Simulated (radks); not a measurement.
These are the eigenvalues of the occupied orbitals of an atom or ion with whole-number occupations (hartree). Calculated with a radial shooting solver on a logarithmic mesh with Libxc functionals: non-relativistic Kohn-Sham, r2SCAN, spin-polarised, spherical densities, point nucleus; meta-GGA in the generalised Kohn-Sham scheme.

| orbital | eigenvalue |
|---|---|
| 1s | -67.88554 |
| 2s | -7.18524 |
| 2p | -5.52802 |

Which element is it, and in what charge state? The configuration may be excited. Open shells, if any, are filled with parallel spins first.

Answer. Z = 14, silicon, charge +4: Si4+ in [Ne]. The list shows which subshells hold electrons but not how many an open one holds; the 1s level, -67.886 hartree, gives Z - s = 11.7 by -(Z - s)^2/2, which with screening narrows Z to a few neighbours, and the depths of the outer levels then fix element, charge and occupations together.
